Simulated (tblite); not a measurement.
Species: C₇H₈NPS.
Numbering: `[CH2:1]=[CH:2][c:3]1[n:4][c:5]([S:6][CH3:7])[cH:8][cH:9][p:10]1` (hydrogens: H11, H12 on C1; H13 on C2; H14, H15, H16 on C7; H17 on C8; H18 on C9)

Structure used (GFN2-xTB), in Å, numbered top down from 1:
```
atom  x, y, z in Å
C1    -1.158    0.652   -2.703
C2    -1.289   -0.540   -2.130
C3    -0.703   -0.911   -0.850
N4     0.006    0.004   -0.214
C5     0.582   -0.215    0.945
S6     1.489    1.123    1.639
C7     1.240    2.380    0.360
C8     0.540   -1.411    1.671
C9    -0.142   -2.505    1.203
P10   -1.018   -2.558   -0.304
H11   -1.610    0.878   -3.653
H12   -0.590    1.433   -2.229
H13   -1.861   -1.326   -2.608
H14    0.176    2.572    0.260
H15    1.764    3.271    0.692
H16    1.651    2.015   -0.575
H17    1.063   -1.448    2.616
H18   -0.147   -3.409    1.800
```

All values are computed: GFN2-xTB (tblite) harmonic vibrations without scaling, gas phase. Against measured fundamentals such values can be off by several per cent, at times by over 20. One conformer, not necessarily the lowest.

Harmonic wavenumbers (cm⁻¹): 53.1, 84.3, 115.6, 120.3, 124.0, 175.3, 200.2, 306.0, 313.3, 349.0, 405.2, 426.9, 502.9, 551.8, 602.6, 675.0, 741.0, 752.9, 778.7, 806.1, 890.1, 901.4, 902.0, 953.5, 954.7, 1005.1, 1025.1, 1072.8, 1147.8, 1168.5, 1291.4, 1307.8, 1326.7, 1353.9, 1386.9, 1428.1, 1438.4, 1461.9, 1514.1, 1650.9, 3030.1, 3040.5, 3043.0, 3046.5, 3064.8, 3069.0, 3108.9, 3141.5.

A = 1385, B = 843.3, C = 525.8 MHz; mass 169.012 u (most abundant isotopes); point group Cs, symmetry number 1.

Question: Zero-point energy?

Answer: Half the sum of the wavenumbers: 28405 cm⁻¹ = 81.21 kcal/mol.

Question: Entropy at 400 K, 1 bar (ideal gas, RRHO, classical rotation)?

Answer: Translation 42.77, rotation 31.51, vibration 43.27: S = 117.6 cal/(mol K).

Question: And Cp and H(400 K) − H(0)?

Answer: Cp = 50.96 cal/(mol K), of which vibrations give 43.01 (their classical limit is 48 R = 95.4); H(400 K) − H(0) = 12.17 kcal/mol without the zero-point energy, 8.99 from vibrations.

Question: Blend soft modes into free rotors: weight 1/[1 + (100 cm⁻¹/ν̃)⁴] for the oscillator and the rest for a rotor with moment μB/(μ + B), μ = h/(8π²ν), B = 10⁻⁴⁴ kg m². What vibrational entropy results?

Answer: 40.45 cal/(mol K) in place of 43.27, which changes −T·S at 400 K by +1.13 kcal/mol.

Question: How do the functions run with temperature in this model?

Answer: 
```json
{"T (K)": "100", "S (cal/(mol K))": "72.4", "Cp (cal/(mol K))": "20.3", "H − H(0) (kcal/mol)": "1.37", "G − H(0) (kcal/mol)": "-5.88", "ln q(vib)": "1.75"}
{"T (K)": "200", "S (cal/(mol K))": "89.8", "Cp (cal/(mol K))": "30.9", "H − H(0) (kcal/mol)": "3.93", "G − H(0) (kcal/mol)": "-14.03", "ln q(vib)": "4.69"}
{"T (K)": "300", "S (cal/(mol K))": "104.3", "Cp (cal/(mol K))": "41.4", "H − H(0) (kcal/mol)": "7.54", "G − H(0) (kcal/mol)": "-23.75", "ln q(vib)": "7.61"}
{"T (K)": "500", "S (cal/(mol K))": "129.8", "Cp (cal/(mol K))": "58.9", "H − H(0) (kcal/mol)": "17.68", "G − H(0) (kcal/mol)": "-47.23", "ln q(vib)": "13.26"}
{"T (K)": "800", "S (cal/(mol K))": "161.2", "Cp (cal/(mol K))": "74.5", "H − H(0) (kcal/mol)": "37.93", "G − H(0) (kcal/mol)": "-91.07", "ln q(vib)": "21.13"}
{"T (K)": "1000", "S (cal/(mol K))": "178.6", "Cp (cal/(mol K))": "81.0", "H − H(0) (kcal/mol)": "53.52", "G − H(0) (kcal/mol)": "-125.10", "ln q(vib)": "25.90"}
```

q(vib) and H(0) count from the zero-point level.

Hindered rotation and anharmonicity are outside this model. Other conformers, if any are populated, would add a mixing term that is left out.

On one thread, Intel Xeon Platinum 8375C at 2.90 GHz (x86_64), no GPU, shared host, this took 1.0 s of wall time. This covers the Hessian and the dipole derivatives.
